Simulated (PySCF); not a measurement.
Ga(Et)(OMe)(NH2), SMILES C[CH2][Ga]([NH2])[O]C (C3H10GaNO), GFN2-xTB optimised geometry.

```
16

Ga    -0.54    -0.44     0.00
C      1.50    -0.44     0.00
C      2.08    -1.85     0.08
H      1.82     0.16     0.85
H      1.84     0.07    -0.90
H      1.78    -2.44    -0.79
H      1.74    -2.36     0.98
H      3.17    -1.81     0.10
O     -1.15     1.19     0.00
C     -2.19     2.14     0.02
H     -3.17     1.67     0.11
H     -2.04     2.82     0.86
H     -2.16     2.72    -0.91
N     -1.70    -1.88     0.16
H     -1.41    -2.82    -0.09
H     -2.67    -1.76    -0.10
```

Density from PBE0/def2-TZVP run with PySCF at that geometry.

Minimum of the electron density along straight lines between bonded atoms, close to the bond critical point (lines longer than 1.1 times the sum of covalent radii, or with two minima, are not listed):

| bond | length / Å | ρ at the minimum / e bohr⁻³ | ∇²ρ there / e bohr⁻⁵ | position (fraction from the first atom) |
|---|---|---|---|---|
| Ga1–C2 | 2.045 | 0.103 | 0.13 | 0.47 |
| C2–C3 | 1.524 | 0.243 | ? | 0.50 |
| C2–H4 | 1.093 | 0.274 | -0.92 | 0.64 |
| C2–H5 | 1.093 | 0.274 | -0.92 | 0.64 |
| C3–H6 | 1.090 | 0.278 | -0.95 | 0.64 |
| C3–H7 | 1.090 | 0.278 | -0.95 | 0.64 |
| C3–H8 | 1.091 | 0.278 | -0.95 | 0.64 |
| Ga1–O9 | 1.740 | ? | ? | 0.49 |
| O9–C10 | 1.408 | 0.257 | -0.51 | 0.65 |
| C10–H11 | 1.093 | 0.282 | -0.99 | 0.64 |
| C10–H12 | 1.094 | 0.283 | -1.00 | 0.64 |
| C10–H13 | 1.094 | 0.283 | -0.99 | 0.64 |
| Ga1–N14 | 1.854 | 0.126 | 0.50 | 0.48 |
| N14–H15 | 1.012 | 0.334 | -1.61 | 0.74 |
| N14–H16 | 1.014 | 0.332 | -1.58 | 0.73 |

Question: What belongs in the gaps?

Answer: 
- C2–C3, ∇²ρ there / e bohr⁻⁵: -0.59
- Ga1–O9, ρ at the minimum / e bohr⁻³: 0.139
- Ga1–O9, ∇²ρ there / e bohr⁻⁵: 0.88
